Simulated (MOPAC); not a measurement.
Job for MOPAC: PM7 on CH2O2 (a complex), monomers drawn apart or pushed together.

```
PM7 1SCF PRECISE CHARGE=0 THREADS=1
CH2O2

O      0.29613357 1    -0.40781588 1    -0.45556961 1
H      0.14804266 1    -0.30083152 1     0.49153528 1
H      0.36417934 1     0.48595779 1    -0.80543527 1
C     -0.07377283 1    -0.07262907 1     3.14551441 1
O     -0.12381393 1    -0.07146034 1     4.26742968 1
```

The log:

```
*******************************************************************************
 **                                                                           **
 **                              MOPAC v23.2.5                                **
 **                                                                           **
 *******************************************************************************
 ** MOPAC's Digital Object Identifier: https://doi.org/10.5281/zenodo.6511958 **
 **                                                                           **
 ** Please cite the open-source release paper for use of this MOPAC version:  **
 ** J. E. Moussa and J. J. P. Stewart (2026)                                  **
 ** MOPAC: An open-source semiempirical molecular orbital program             **
 ** J. Open Source Softw., 11(119), 8025, https://doi.org/10.21105/joss.08025 **
 *******************************************************************************

                              PM7 CALCULATION RESULTS

 *******************************************************************************
 *  PM7        - The PM7 Hamiltonian to be used
 *
 *
 *
 *                 CHARGE ON SYSTEM = 0
 *
 *
 *
 *  PRECISE    - TIGHTER CRITERIA TO BE USED
 *  1SCF       - DO 1 SCF AND THEN STOP
 *  THREADS=1  - MULTI-THREADING NOT USED
 *  T=         - A TIME OF 172800.0 SECONDS REQUESTED
 *  DUMP=N     - RESTART FILE WRITTEN EVERY 7200.0 SECONDS REQUESTED
 *******************************************************************************
PM7 1SCF PRECISE CHARGE=0 THREADS=1
 CH2O2

   ATOM   CHEMICAL          X               Y               Z
  NUMBER   SYMBOL      (ANGSTROMS)     (ANGSTROMS)     (ANGSTROMS)

     1       O          0.29613357  *  -0.40781588  *  -0.45556961  *
     2       H          0.14804266  *  -0.30083152  *   0.49153528  *
     3       H          0.36417934  *   0.48595779  *  -0.80543527  *
     4       C         -0.07377283  *  -0.07262907  *   3.14551441  *
     5       O         -0.12381393  *  -0.07146034  *   4.26742968  *



          CARTESIAN COORDINATES

    NO.       ATOM           X           Y           Z

     1         O          0.2961     -0.4078     -0.4556
     2         H          0.1480     -0.3008      0.4915
     3         H          0.3642      0.4860     -0.8054
     4         C         -0.0738     -0.0726      3.1455
     5         O         -0.1238     -0.0715      4.2674

 General Reference for PM7:
 "Optimization of Parameters for Semiempirical Methods VI: More Modifications to the
 NDDO Approximations and Re-optimization of Parameters", J. J. P. Stewart, J. Mol. Mod., 1:32, 19 (2013)
 https://link.springer.com/article/10.1007/s00894-012-1667-x

           Empirical Formula: C H2 O2  =     5 atoms



      MOLECULAR POINT GROUP   :   Cs


      RHF CALCULATION, NO. OF DOUBLY OCCUPIED LEVELS = 9


 -------------------------------------------------------------------------------
 PM7 1SCF PRECISE CHARGE=0 THREADS=1
 CH2O2



     1SCF WAS SPECIFIED, SO BFGS WAS NOT USED
     SCF FIELD WAS ACHIEVED


                              PM7 CALCULATION
                                                       MOPAC v23.2.5 Linux




          FINAL HEAT OF FORMATION =        -76.55764 KCAL/MOL =    -320.31715 KJ/MOL


          COSMO AREA              =         90.67 SQUARE ANGSTROMS
          COSMO VOLUME            =         66.60 CUBIC ANGSTROMS

          IONIZATION POTENTIAL    =         12.039568 EV
          HOMO LUMO ENERGIES (EV) =        -12.040  1.371
          NO. OF FILLED LEVELS    =          9
          MOLECULAR WEIGHT        =         46.0256         POINT GROUP:  Cs

          MOLECULAR DIMENSIONS (Angstroms)

            Atom       Atom       Distance
            O     5    H     3     5.12668
            H     3    O     1     0.85059
            H     3    H     2     0.06514


          SCF CALCULATIONS        =          1





   ATOM   CHEMICAL          X               Y               Z
  NUMBER   SYMBOL      (ANGSTROMS)     (ANGSTROMS)     (ANGSTROMS)

     1       O          0.29613357  *  -0.40781588  *  -0.45556961  *
     2       H          0.14804266  *  -0.30083152  *   0.49153528  *
     3       H          0.36417934  *   0.48595779  *  -0.80543527  *
     4       C         -0.07377283  *  -0.07262907  *   3.14551441  *
     5       O         -0.12381393  *  -0.07146034  *   4.26742968  *

                             CARTESIAN COORDINATES

   1    O        0.296133570    -0.407815880    -0.455569610
   2    H        0.148042660    -0.300831520     0.491535280
   3    H        0.364179340     0.485957790    -0.805435270
   4    C       -0.073772830    -0.072629070     3.145514410
   5    O       -0.123813930    -0.071460340     4.267429680


           Empirical Formula: C H2 O2  =     5 atoms



      MOLECULAR POINT GROUP   :   Cs


                  EIGENVALUES
 -33.54027 -29.39749 -20.06228 -17.70426 -15.61773 -15.61736 -14.17363 -12.57808
 -12.03957   1.37058   1.37149   4.03419   5.35640   6.35779


              NET ATOMIC CHARGES AND DIPOLE CONTRIBUTIONS

  ATOM NO.   TYPE          CHARGE      No. of ELECS.   s-Pop       p-Pop
    1          O          -0.653633        6.6536     1.81906     4.83457
    2          H           0.329173        0.6708     0.67083
    3          H           0.323198        0.6768     0.67680
    4          C           0.402527        3.5975     1.77354     1.82393
    5          O          -0.401265        6.4013     1.82438     4.57689
 DIPOLE           X         Y         Z       TOTAL
 POINT-CHG.    -0.034     1.556    -1.186     1.957
 HYBRID        -0.096     0.263     1.817     1.838
 SUM           -0.131     1.820     0.631     1.930


          ATOMIC ORBITAL ELECTRON POPULATIONS

     Atom    s        px        py        pz
    1  O   1.81906   1.98476   1.44523   1.40458
    2  H   0.67083
    3  H   0.67680
    4  C   1.77354   0.45745   0.45660   0.90989
    5  O   1.82438   1.54337   1.54341   1.49010

 **********************
 *                    *
 * JOB ENDED NORMALLY *
 *                    *
 **********************




 == MOPAC DONE ==
```

The run finished.

Cost: about 0.03 core-seconds (a rough figure).
